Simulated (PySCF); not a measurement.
C₈H₇NO, SMILES c1c[nH]c(-c2ccco2)c1, GFN2-xTB optimised geometry.

```
17

C     -0.73    -2.95     0.00
C      0.64    -2.95     0.00
N      1.07    -1.66     0.00
C     -0.01    -0.83     0.00
C      0.14     0.60     0.00
C     -0.79     1.61     0.00
C     -0.05     2.82     0.00
C      1.26     2.47     0.00
O      1.39     1.13     0.00
C     -1.15    -1.61     0.00
H     -1.36    -3.81     0.00
H      1.33    -3.77     0.00
H      2.02    -1.35     0.00
H     -1.85     1.50     0.00
H     -0.45     3.81     0.00
H      2.16     3.05     0.00
H     -2.16    -1.26     0.00
```

Density from PBE0/def2-SVP run with PySCF at that geometry.

Minimum of the electron density along straight lines between bonded atoms, close to the bond critical point (lines longer than 1.1 times the sum of covalent radii, or with two minima, are not listed):

```csv
bond,length / Å,ρ at the minimum / e bohr⁻³,∇²ρ there / e bohr⁻⁵,position (fraction from the first atom)
C1–C2,1.371,0.318,-0.80,0.48
C2–N3,1.355,0.312,…,0.34
N3–C4,1.365,0.309,-0.64,0.66
C4–C5,1.434,0.287,-0.73,0.49
C5–C6,1.372,0.319,-0.80,0.52
C6–C7,1.413,0.292,-0.69,0.50
C7–C8,1.359,0.327,-0.83,0.48
C5–O9,1.358,0.282,…,0.33
C8–O9,1.347,0.285,0.11,0.33
C1–C10,1.403,0.298,-0.71,0.50
C4–C10,1.382,0.311,-0.77,0.52
C1–H11,1.072,0.284,-1.09,0.63
C2–H12,1.072,0.287,-1.12,0.64
N3–H13,1.006,0.339,…,0.77
C6–H14,1.070,0.286,-1.10,0.63
C7–H15,1.071,0.285,-1.11,0.63
C8–H16,1.072,0.290,-1.16,0.64
C10–H17,1.071,0.285,-1.09,0.63
```

What belongs in the gaps?


- C2–N3, ∇²ρ there / e bohr⁻⁵: -0.53
- C5–O9, ∇²ρ there / e bohr⁻⁵: -0.02
- N3–H13, ∇²ρ there / e bohr⁻⁵: -1.65
